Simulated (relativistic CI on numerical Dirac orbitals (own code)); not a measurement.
Charge states of potassium

Computed by Dirac-Coulomb-Breit CI, orbitals from a KLI potential per configuration, model QED, valence Slater integrals scaled by 0.9 (own radial code, finite nucleus).

Each species is treated in one configuration, given outside its closed core. Radial values are for the open shell of highest l, unscaled and averaged over j; ζ includes the Breit term. Labels give the leading LS character, summed over repeated terms.

| Ion | Configuration | Its lowest level | LS weight (%) | ⟨r⟩ (bohr) | ⟨r²⟩ (bohr²) | Next level | E (cm⁻¹) | ζ (cm⁻¹) |
| --- | --- | --- | --- | --- | --- | --- | --- | --- |
| K | 4s | 2S_1/2 | 100 | 5.2 | 31.22 |  |  |  |
| K⁺ | 3s2 3p6 | 1S_0 | 100 |  |  |  |  |  |
| K²⁺ | 3s2 3p5 | 2P°_3/2 | 100 | 1.36 | 2.166 | 2P°_1/2 | 2190 | 1458 |
| K³⁺ | 3s2 3p4 | 3P_2 | 100 | 1.301 | 1.967 | 3P_1 | 1684.8 | 1612 |
| K⁴⁺ | 3s2 3p3 | 4S°_3/2 | 100 | 1.248 | 1.804 | 2D°_3/2 | 26022 | 1773 |
| K⁵⁺ | 3s2 3p2 | 3P_0 | 100 | 1.202 | 1.667 | 3P_1 | 1136.1 | 1941 |
| K⁶⁺ | 3s2 3p | 2P°_1/2 | 100 | 1.161 | 1.551 | 2P°_3/2 | 3181.1 | 2115 |
| K⁷⁺ | 3s2 | 1S_0 | 100 |  |  |  |  |  |
| K⁸⁺ | 3s | 2S_1/2 | 100 | 1.06 | 1.276 |  |  |  |
| K⁹⁺ | 2s2 2p6 | 1S_0 | 100 |  |  |  |  |  |
| K¹⁰⁺ | 2s2 2p5 | 2P°_3/2 | 100 | 0.3334 | 0.1362 | 2P°_1/2 | 23420 | 15570 |
| K¹¹⁺ | 2s2 2p4 | 3P_2 | 98 | 0.3243 | 0.1284 | 3P_1 | 19008 | 16550 |
| K¹²⁺ | 2s2 2p3 | 4S°_3/2 | 99 | 0.3158 | 0.1213 | 2D°_3/2 | 94218 | 17570 |
| K¹³⁺ | 2s2 2p2 | 3P_0 | 98 | 0.3079 | 0.115 | 3P_1 | 13123 | 18650 |
| K¹⁴⁺ | 2s2 2p | 2P°_1/2 | 100 | 0.3006 | 0.1093 | 2P°_3/2 | 29742 | 19780 |
| K¹⁵⁺ | 2s2 | 1S_0 | 100 |  |  |  |  |  |
| K¹⁶⁺ | 2s | 2S_1/2 | 100 | 0.3359 | 0.1318 |  |  |  |
| K¹⁷⁺ | 1s2 | 1S_0 | 100 |  |  |  |  |  |

With one configuration, terms of near-neutral atoms and ions can be 10 to 25 % off, and close levels can change places.
